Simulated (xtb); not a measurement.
C3H4BrF, SMILES C/C(F)=C\Br. All values are semi-empirical tight-binding results from xtb (GFN2-xTB unless named), good for trends rather than for accurate numbers. Geometry optimised at GFN2-xTB.

```yaml
point_group_as_xtb_finds_it: Cs
orbital_gap: 4.36 eV
zero_point_energy: 38.1 kcal/mol
G − E(el) at 298.15 K (modified RRHO): 18.7 kcal/mol
static polarisability (D4 model): 58.6 bohr³
solvation energy, GFN2-xTB/ALPB(water): -2.0 kcal/mol
solvation energy, GFN2-xTB/ALPB(methanol): -4.8 kcal/mol
```
